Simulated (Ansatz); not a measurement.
`BO[SiH2]C` + NH₃ → `BO[SiH2]N` + CH₄ at 298.15 K and 1 bar (ligand exchange at the Si–C bond).

Isolated molecules relaxed with PBE0-D4/def2-TZVP in Ansatz; ΔE leaves out vibrations. CBS: MP2 limit from def2 TZ/QZ plus the TZ coupled-cluster correction, frozen cores. This one scheme is used for every species. Each species was taken in one conformer, which may not be the lowest.

| species | CCSD(T)/CBS energy (Eh) | H − E (kJ/mol) | S (J/(mol·K)) |
| --- | --- | --- | --- |
| `BO[SiH2]C` | -431.39483 | 229.2 | 330.8 |
| NH₃ | -56.50880 | 100.5 | 192.4 |
| `BO[SiH2]N` | -447.46661 | 202.0 | 327.0 |
| CH₄ | -40.46206 | 127.4 | 186.2 |

H − E and S are ideal-gas, rigid-rotor, harmonic terms from PBE0-D4/def2-TZVP, for one conformer and one mirror image of each species. 1 Eh = 2625.50 kJ/mol, R = 8.31446 J/(mol·K).

Task: By hand: ΔE, ΔH, ΔS and ΔG.

Result: ΔE = (-447.46661) + (-40.46206) − (-431.39483) − (-56.50880) = -0.02504 Eh = -65.7 kJ/mol. Δ(H − E) = 202.0 + 127.4 − 229.2 − 100.5 = -0.3, so ΔH = -66.0 kJ/mol. ΔS = 327.0 + 186.2 − 330.8 − 192.4 = -10.0 J/(mol·K). ΔG = -66.0 − 298.15 × (-10.0)/1000 = -63.0 kJ/mol.

Task: By hand: the equilibrium constant, and the temperature at which ΔG would vanish if ΔH and ΔS stayed fixed.

Result: log₁₀ K = −ΔG/(RT ln 10) = 11.0. ΔG = 0 at ΔH/ΔS = 6600 K, far beyond where these terms or the molecules hold.

The number of gas molecules stays the same, so ΔS is small and ΔH decides. A doubt of 5 kJ/mol in ΔE shifts log₁₀ K by 0.9 here. Other conformers and mirror images would add mixing entropy, several J/(mol·K) or more a flexible species. Modes under 60 cm⁻¹, often nearly free rotors, make the harmonic entropy too high. These are equilibria of isolated gas molecules and say nothing of rates. Largest T1 diagnostic: 0.012 (customary marks: 0.02 for closed shells, 0.045 for open ones).
